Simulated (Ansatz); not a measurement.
Cost and result up the ladder for (OH)2Zr(OSiH2)2O (ZrSi2O5H6) (14 atoms). The state is a singlet with charge 0. Geometry: B3LYP-D4/def2-SVP.

| atom | x (Å) | y (Å) | z (Å) |
| --- | --- | --- | --- |
| Zr1 | -1.463 | 0.183 | -0.042 |
| O2 | -2.725 | -1.155 | 0.546 |
| O3 | -2.286 | 1.802 | -0.698 |
| O4 | -0.127 | 0.576 | 1.354 |
| Si5 | 1.523 | 0.405 | 1.482 |
| O6 | 2.084 | -0.263 | 0.061 |
| Si7 | 1.457 | -0.789 | -1.391 |
| O8 | -0.190 | -0.554 | -1.356 |
| H9 | -3.388 | -1.789 | 0.826 |
| H10 | -2.729 | 2.590 | -1.017 |
| H11 | 2.161 | 1.735 | 1.671 |
| H12 | 1.856 | -0.510 | 2.606 |
| H13 | 2.062 | 0.007 | -2.491 |
| H14 | 1.763 | -2.236 | -1.549 |

Ansatz on 4 threads of Arm Neoverse V1 on a shared host. Times are rough, and most runs start from the orbitals of an earlier one. ωB97M-V/def2-TZVP serves as the yardstick here, not as an exact answer. Differences are given only for rows in sets of like size (and for xTB, whose basis is part of the method), since another set adds its own error. Binding counts from free atoms at the same level (Zr triplet, O triplet, Si triplet, H doublet; other spins of the atoms weren't run), without zero-point energy or a counterpoise term.

In the def2 sets Zr takes a core potential; there is no spin–orbit coupling. Correlated methods freeze 15 core orbitals; core or outer-core shells of Zr are correlated, in sets that lack core-valence functions. The rows differ in basis, and correlated rows in double-zeta sets carry the largest basis error.

Correlated methods converge slowly with the basis, most of all in double-zeta sets.

```tsv
level	functions	wall time
PBE0-D4/def2-SVP	167	3.8 s
PBE0-D4/def2-TZVP	305	9.5 s
MP2/def2-TZVP	305	9.5 s
PBE0-D4/def2-TZVPD	380	15 s
ωB97M-V/def2-TZVP	305	26 s
CCSD(T)/def2-SVP	167	1.7 min
```

(1) Estimate what each level gives for the binding energy per atom (eV).

Answers

(1) 
```tsv
level	binding energy per atom (eV)	difference from ωB97M-V/def2-TZVP (eV)
PBE0-D4/def2-SVP	4.45	–
PBE0-D4/def2-TZVP	4.46	-0.07
MP2/def2-TZVP	4.55	0.02
PBE0-D4/def2-TZVPD	4.46	-0.07
ωB97M-V/def2-TZVP	4.53	0.00
CCSD(T)/def2-SVP	4.26	–
```
